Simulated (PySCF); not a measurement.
**Spin-rotation constants: SMILES C(CC(C)C)(C)(C)C1CCCC1, C12H24**

Molfile (atoms numbered from 1):
```
C12H24
     RDKit          3D

 36 36  0  0  0  0  0  0  0  0999 V2000
   -2.5060   -0.5364    1.4190 C   0  0  0  0  0  0  0  0  0  0  0  0
   -1.9392    0.6546    0.6504 C   0  0  0  0  0  0  0  0  0  0  0  0
   -3.0416    1.7021    0.4730 C   0  0  0  0  0  0  0  0  0  0  0  0
   -1.3962    0.2994   -0.7414 C   0  0  0  0  0  0  0  0  0  0  0  0
   -0.1464   -0.5999   -0.8973 C   0  0  0  0  0  0  0  0  0  0  0  0
   -0.4814   -2.0765   -0.6460 C   0  0  0  0  0  0  0  0  0  0  0  0
    0.2723   -0.4828   -2.3707 C   0  0  0  0  0  0  0  0  0  0  0  0
    0.9730   -0.1674    0.0700 C   0  0  0  0  0  0  0  0  0  0  0  0
    2.2692   -0.9843    0.0105 C   0  0  0  0  0  0  0  0  0  0  0  0
    3.2752   -0.1573    0.8215 C   0  0  0  0  0  0  0  0  0  0  0  0
    2.7492    1.2905    0.7954 C   0  0  0  0  0  0  0  0  0  0  0  0
    1.5032    1.2596   -0.0940 C   0  0  0  0  0  0  0  0  0  0  0  0
   -3.0707   -0.1870    2.2816 H   0  0  0  0  0  0  0  0  0  0  0  0
   -3.1745   -1.1171    0.7878 H   0  0  0  0  0  0  0  0  0  0  0  0
   -1.7188   -1.1890    1.7836 H   0  0  0  0  0  0  0  0  0  0  0  0
   -1.1436    1.1082    1.2482 H   0  0  0  0  0  0  0  0  0  0  0  0
   -3.8657    1.2886   -0.1046 H   0  0  0  0  0  0  0  0  0  0  0  0
   -3.4283    2.0203    1.4385 H   0  0  0  0  0  0  0  0  0  0  0  0
   -2.6661    2.5797   -0.0487 H   0  0  0  0  0  0  0  0  0  0  0  0
   -1.1673    1.2473   -1.2351 H   0  0  0  0  0  0  0  0  0  0  0  0
   -2.2088   -0.1634   -1.3083 H   0  0  0  0  0  0  0  0  0  0  0  0
    0.3070   -2.7116   -1.0436 H   0  0  0  0  0  0  0  0  0  0  0  0
   -0.5813   -2.2936    0.4125 H   0  0  0  0  0  0  0  0  0  0  0  0
   -1.4113   -2.3459   -1.1421 H   0  0  0  0  0  0  0  0  0  0  0  0
   -0.5463   -0.8149   -3.0063 H   0  0  0  0  0  0  0  0  0  0  0  0
    1.1356   -1.1060   -2.5881 H   0  0  0  0  0  0  0  0  0  0  0  0
    0.5079    0.5432   -2.6409 H   0  0  0  0  0  0  0  0  0  0  0  0
    0.5785   -0.2655    1.0866 H   0  0  0  0  0  0  0  0  0  0  0  0
    2.6101   -1.0695   -1.0209 H   0  0  0  0  0  0  0  0  0  0  0  0
    2.1530   -1.9873    0.4177 H   0  0  0  0  0  0  0  0  0  0  0  0
    3.3265   -0.5216    1.8480 H   0  0  0  0  0  0  0  0  0  0  0  0
    4.2768   -0.2304    0.3985 H   0  0  0  0  0  0  0  0  0  0  0  0
    2.4820    1.6113    1.8031 H   0  0  0  0  0  0  0  0  0  0  0  0
    3.4950    1.9877    0.4150 H   0  0  0  0  0  0  0  0  0  0  0  0
    0.7797    2.0201    0.1941 H   0  0  0  0  0  0  0  0  0  0  0  0
    1.7889    1.4312   -1.1314 H   0  0  0  0  0  0  0  0  0  0  0  0
  1  2  1  0
  2  3  1  0
  2  4  1  0
  4  5  1  0
  5  6  1  0
  5  7  1  0
  5  8  1  0
  8  9  1  0
  9 10  1  0
 10 11  1  0
 11 12  1  0
 12  8  1  0
  1 13  1  0
  1 14  1  0
  1 15  1  0
  2 16  1  0
  3 17  1  0
  3 18  1  0
  3 19  1  0
  4 20  1  0
  4 21  1  0
  6 22  1  0
  6 23  1  0
  6 24  1  0
  7 25  1  0
  7 26  1  0
  7 27  1  0
  8 28  1  0
  9 29  1  0
  9 30  1  0
 10 31  1  0
 10 32  1  0
 11 33  1  0
 11 34  1  0
 12 35  1  0
 12 36  1  0
M  END
```

Method: PySCF, GIAO PBE0/pcSseg-1 magnetisability, rotational g tensor and spin-rotation constants, non-relativistic, gas phase. Geometry: GFN2-xTB.

(1) Give the nuclear spin-rotation constants along the inertial axes (H = +C I·J) beside the isotropic shieldings.

## Answers

(1) Rotational constants 1.2716, 0.5928, 0.5220 GHz. A star marks the isotopologue with that one atom substituted, in its own axes.
| atom | isotope | Caa (kHz) | Cbb (kHz) | Ccc (kHz) | mean (kHz) | σ (ppm) |
| --- | --- | --- | --- | --- | --- | --- |
| H13 | 1H | -0.086 | -0.025 | -0.046 | -0.052 | 30.8 |
| H14 | 1H | -0.091 | -0.014 | -0.058 | -0.054 | 31.1 |
| H15 | 1H | -0.037 | -0.062 | -0.029 | -0.043 | 30.2 |
| H16 | 1H | -0.054 | -0.020 | -0.056 | -0.043 | 30.0 |
| H17 | 1H | -0.048 | -0.029 | -0.060 | -0.046 | 30.9 |
| H18 | 1H | -0.116 | -0.019 | -0.039 | -0.058 | 30.7 |
| H19 | 1H | -0.124 | -0.058 | -0.001 | -0.061 | 30.7 |
| H20 | 1H | -0.140 | -0.054 | 0.008 | -0.062 | 30.2 |
| H21 | 1H | -0.052 | -0.023 | -0.064 | -0.046 | 30.9 |
| H22 | 1H | -0.038 | -0.032 | -0.059 | -0.043 | 30.7 |
| H23 | 1H | -0.144 | -0.047 | 0.000 | -0.064 | 30.4 |
| H24 | 1H | -0.025 | -0.043 | -0.058 | -0.042 | 30.9 |
| H25 | 1H | -0.056 | -0.031 | -0.056 | -0.048 | 31.0 |
| H26 | 1H | -0.023 | -0.046 | -0.055 | -0.041 | 30.9 |
| H27 | 1H | -0.140 | -0.040 | -0.013 | -0.064 | 30.9 |
| H28 | 1H | -0.112 | -0.044 | -0.012 | -0.056 | 30.2 |
| H29 | 1H | -0.120 | -0.032 | -0.023 | -0.058 | 30.4 |
| H30 | 1H | -0.138 | -0.046 | 0.000 | -0.061 | 30.1 |
| H31 | 1H | -0.129 | -0.056 | 0.007 | -0.059 | 30.0 |
| H32 | 1H | 0.020 | -0.061 | -0.050 | -0.030 | 30.0 |
| H33 | 1H | -0.120 | -0.011 | -0.037 | -0.056 | 30.0 |
| H34 | 1H | -0.064 | -0.054 | -0.021 | -0.046 | 29.9 |
| H35 | 1H | -0.045 | -0.029 | -0.054 | -0.043 | 30.2 |
| H36 | 1H | -0.130 | -0.049 | -0.005 | -0.061 | 30.6 |
| C1 | 13C* | 0.208 | 0.092 | 0.072 | 0.124 | 162.2 |
| C2 | 13C* | 0.204 | 0.092 | 0.082 | 0.126 | 158.7 |
| C4 | 13C* | 0.239 | 0.118 | 0.115 | 0.157 | 129.8 |
| C5 | 13C* | 0.203 | 0.103 | 0.091 | 0.132 | 150.9 |
| C6 | 13C* | 0.224 | 0.098 | 0.080 | 0.134 | 154.2 |
| C8 | 13C* | 0.243 | 0.109 | 0.106 | 0.152 | 136.2 |
| C9 | 13C* | 0.193 | 0.091 | 0.092 | 0.126 | 156.7 |
| C10 | 13C* | 0.193 | 0.085 | 0.086 | 0.121 | 161.6 |

For the geometry as given, no vibrational averaging.
